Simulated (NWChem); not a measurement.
System: C₂ClO₂Pt cation; SMILES [O+]#[C-]->[Pt+]([Cl])<-[C-]#[O+]

No frequency run checked for a minimum. The spin multiplicity was typed, not searched, and may not be the lowest. def2 effective core potentials on Pt; no spin-orbit coupling.

Problem. Give the equilibrium geometry at PBE0/def2-SVP with def2 effective core potentials on Pt (NWChem) as an XYZ file, with the point group.

Solution. point group C2v; any orientation.
```
6

Pt     0.0000     0.0000     0.1068
Cl     0.0000     0.0000     2.2989
O      0.0000    -2.1249    -2.0223
C      0.0000    -1.2887    -1.2710
O      0.0000     2.1249    -2.0223
C      0.0000     1.2887    -1.2710
```
